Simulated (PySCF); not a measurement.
**A search over the determinants of SrBi**

Unrestricted PBE0; basis Sr def2-SVPD with ECP28, Bi def2-SVPD with ECP60; scalar-relativistic core potentials; PySCF 2.14. Outer shells of the fragments: Sr 5s2; Bi 5d10 6s2 6p3.

Followed along the bond (rough minima from three points):

```
2Ms+1   unpaired  ⟨S²⟩ at the start  R at minimum (Å)  Te (eV)
    4  σ ↑, π ↑↑               3.75              3.35     0.00
    2        π ↑               0.96              3.03     0.08
    2  σ ↓, π ↑↑               1.76              3.31     0.10
    2  σ ↑, π ↑↓               1.76              3.32     0.35
    4  σ ↑↑, π ↑               3.75              3.14     0.79
```

Solutions found at the starting distance of 3.170 Å, counted from the lowest of them; the search is not exhaustive and high or unbound solutions are not listed, so other states can lie among these:

| 2Ms+1 | unpaired | term | E (eV) | ⟨S²⟩ | ⟨Lz²⟩ | μ (D) |
| --- | --- | --- | --- | --- | --- | --- |
| 4 | σ ↑, π ↑↑ | ⁴Σ⁻ | 0.00 | 3.75 | 0.00 | -3.53 |
| 2 | σ ↓, π ↑↑ | mixed | 0.08 | 1.76 | 0.00 | -3.92 |
| 2 | π ↑ | ²Π | 0.09 | 0.96 | 1.01 | -7.68 |
| 2 | σ ↑, π ↑↓ | mixed | 0.34 | 1.76 | 2.01 | -3.73 |
| 4 | σ ↑↑, π ↑ | ⁴Π | 0.75 | 3.75 | 1.02 | -4.62 |
| 2 | σ ↑ | mixed | 1.13 | 0.75 | 2.01 | -3.61 |
| 4 | π ↑↑↑ | ⁴Π | 1.46 | 3.75 | 1.00 | -1.42 |
| 4 | π ↑↑, δ ↑ | ⁴Δ | 1.66 | 3.76 | 4.00 | -6.14 |
| 2 | π ↑↑, δ ↓ | mixed | 1.67 | 1.81 | 4.00 | -5.68 |
| 2 | π ↑ | ²Π | 2.82 | 0.75 | 1.01 | 3.93 |

A term symbol is given only where ⟨S²⟩ and ⟨Lz²⟩ are close to those of a pure state; real π, δ and φ orbitals otherwise mix terms. A positive dipole means Sr(−)Bi(+).

These are scalar-relativistic numbers at best; spin–orbit coupling would shift them, the dissociation energy most.
